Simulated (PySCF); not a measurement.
# Where the electron goes

C4H8N2Si2.
Geometry (GFN2-xTB, Å), atoms numbered from 1 in this order:
```xyz
16
C4H8N2Si2 angstrom
C     -1.8485    1.6731   -1.0687
C     -1.0515    1.0238   -0.2351
C     -0.3283   -0.2216   -0.5594
Si    -0.5402   -1.6984    0.6701
N      1.2005   -1.6140    0.8161
Si     1.5639   -0.2552   -0.2037
C      2.1699    1.2124    0.7815
N      2.5418    2.1085    1.3904
H     -2.3593    2.5774   -0.7860
H     -2.0199    1.3224   -2.0741
H     -0.8982    1.4076    0.7661
H     -0.5526   -0.5035   -1.5897
H     -1.2428   -1.3985    1.9147
H     -0.9881   -2.9544    0.0721
H      1.8202   -2.1789    1.3722
H      2.5256   -0.4917   -1.2778
```

The calculation used TDDFT CAM-B3LYP/def2-SVPD, vertical, gas phase, core orbitals frozen in the response in PySCF 2.14.0, density-fitted response routines.

Kohn–Sham orbitals with the atoms that hold most of them (Löwdin shares over 4%, at most four atoms; ? is withheld):

| orbital | ε (eV) | atoms |
| --- | --- | --- |
| HOMO-3 | -11.02 | C3 16%, N8 15%, C7 12%, C2 12% |
| HOMO-2 | -10.89 | C3 31%, N5 13%, Si6 8%, C1 8% |
| HOMO-1 | -9.36 | ? |
| HOMO | ? | C1 32%, C2 26%, C3 16%, Si4 7% |
| LUMO | -0.26 | ? |
| LUMO+1 | 0.71 | Si6 23%, N8 18%, C7 18%, Si4 11% |
| LUMO+2 | 1.00 | C1 21%, C2 20%, Si4 11%, Si6 9% |

Give the leading atoms of the HOMO-1.

N5 (bonded to 2 Si and H) 57%; Si4 (bonded to C, N and 2 H) 12%; Si6 (bonded to 2 C, N and H) 8%; H13 (bonded to Si) 6%. By element: nitrogen 57% or more, silicon 20%, hydrogen 6% or more.

Which atoms hold the LUMO, and with what shares?

Si6 (bonded to 2 C, N and H) 22%; C7 (bonded to N and Si) 14%; Si4 (bonded to C, N and 2 H) 13%; N8 (bonded to C) 12%. By element: silicon 35%, carbon 14% or more, nitrogen 12% or more.

What is the HOMO energy, and the HOMO–LUMO gap?

ε(HOMO) = -8.36 eV; the gap is 8.10 eV (0.2976 hartree).

The HOMO–LUMO gap is 8.10 eV. Where does the response calculation put the lowest singlet, and from which orbitals?

S1 is at 5.34 eV (f = 0.027), 2.76 eV below the gap, made of HOMO→LUMO (95%). Without the coupling terms of the response equations the lowest excitation would equal the gap.

Give energy, strength and leading configuration of S1, S2, S3 and S5, and follow the Löwdin shares of the leading atoms from the occupied to the empty orbital.

- S1 (5.34 eV, f 0.027), HOMO→LUMO (95%): C1 32% → at most 12%, C2 26% → at most 12%, Si6 at most 7% → 22%, C7 at most 7% → 14%
- S2 (5.76 eV, f 0.0096), HOMO-1→LUMO (96%): N5 57% → at most 12%, Si4 12% → 13%, Si6 8% → 22%, C7 at most 6% → 14%
- S3 (6.45 eV, f 0.012), HOMO→LUMO+1 (91%): C1 32% → at most 11%, C2 26% → at most 11%, Si6 at most 7% → 23%, N8 at most 7% → 18%
- S5 (6.87 eV, f 0.0051), HOMO-1→LUMO+1 (73%): N5 57% → at most 11%, Si4 12% → 11%, Si6 8% → 23%, N8 at most 6% → 18%

Hardware: Arm Neoverse N1, one thread, shared host with 64 logical CPUs at a one-minute load of 60. Cost: 1.9 min, 1.0 GiB resident at most.

One conformer stands for the species.
